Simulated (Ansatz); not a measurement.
`CO[SiH]([SiH3])S` + H₂ → `[SiH3][SiH2]S` + CH₃OH  (hydrogenolysis of the Si–O bond)

Program: Ansatz. Geometries: PBE0-D4/def2-TZVP. ΔE: electronic, gas phase. CCSD(T)/CBS adds triple-zeta CCSD(T) − MP2 to the extrapolated MP2 energy (def2 sets, frozen cores). This one scheme is used for every species. Functionals use def2-TZVPP. B3LYP here is the variant with VWN-RPA as its local correlation; programs differ in this. HSE06 is defined as in plane-wave codes. Each species was taken in one conformer, which may not be the lowest.

`CO[SiH]([SiH3])S`:

```xyz
13

C     0.003   -0.795   -2.214
O     0.213   -0.773   -0.817
Si    0.186    0.600    0.081
Si    0.603   -0.053    2.282
S    -1.667    1.667   -0.051
H     0.748   -0.184   -2.736
H    -0.995   -0.426   -2.469
H     0.097   -1.827   -2.554
H     1.151    1.599   -0.459
H     0.782    1.158    3.125
H    -0.569   -0.820    2.785
H     1.820   -0.903    2.383
H    -2.372    0.758    0.644
```

H₂:

```xyz
2

H     0.082   -0.359   -0.062
H    -0.082    0.359    0.062
```

`[SiH3][SiH2]S`:

Z-matrix (Å, degrees):
```
Si
Si 1 2.338
H 1 1.487 2 109.5
H 1 1.486 2 110.0 3 119.9
H 1 1.486 2 110.0 3 -119.8
S 2 2.143 1 106.2 3 -179.6
H 2 1.488 1 110.6 3 60.1
H 2 1.488 1 110.6 3 -59.3
H 6 1.344 2 95.4 1 -179.6
```

CH₃OH:

Z-matrix (Å, degrees):
```
C
O 1 1.409
H 1 1.097 2 112.4
H 1 1.090 2 107.0 3 -118.5
H 1 1.097 2 112.4 3 123.0
H 2 0.959 1 108.5 3 -61.6
```

```csv
level,ΔE (kJ/mol),difference from CCSD(T)/CBS
LDA (SPW92),81.8,-1.7
PBE-D4,78.8,-4.7
revPBE-D4,82.8,-0.7
BLYP-D4,89.8,6.3
r2SCAN-D4,86.5,3.0
B97M-V,83.1,-0.4
PBE0-D4,76.2,-7.3
B3LYP-D4,86.4,2.9
r2SCANh-D4,85.0,1.5
HSE06-D4,75.8,-7.7
BHLYP-D4,85.2,1.7
CAM-B3LYP-D4,85.4,1.9
ωB97X-V,81.1,-2.4
ωB97M-V,83.8,0.3
B2PLYP,80.9,-2.6
PBE-QIDH,78.0,-5.5
PBE,70.5,-13.0
revPBE,64.6,-18.9
BLYP,73.3,-10.2
r2SCAN,84.0,0.5
PBE0,68.7,-14.8
B3LYP,73.4,-10.1
r2SCANh,82.2,-1.3
r2SCAN0,79.8,-3.7
HSE06,68.7,-14.8
BHLYP,74.4,-9.1
CAM-B3LYP,77.6,-5.9
MP2/def2-SVP,75.6,-7.9
CCSD/def2-SVP,63.6,-19.9
HF/def2-TZVPP,67.7,-15.8
MP2/def2-TZVPP,90.0,6.5
SCS-MP2/def2-TZVPP,85.0,1.5
CCSD/def2-TZVPP,77.3,-6.2
CCSD(T)/def2-TZVPP,81.6,-1.9
HF/def2-QZVPP,68.4,-15.1
MP2/def2-QZVPP,91.3,7.8
SCS-MP2/def2-QZVPP,86.1,2.6
HF/CBS(def2),68.5,-15.0
MP2/CBS(def2),91.9,8.4
CCSD/CBS(def2),79.2,-4.3
CCSD(T)/CBS,83.5,0
```

Largest T1 diagnostic among the species: 0.012.

From r2SCAN to r2SCAN0 (25 % exact exchange), in def2-TZVPP and without D4, ΔE moves by −4.2 kJ/mol. In def2-TZVPP, CCSD(T) changes the Hartree–Fock value by +13.9 kJ/mol (the triples alone add +4.3 kJ/mol) and MP2 by +22.3 kJ/mol.
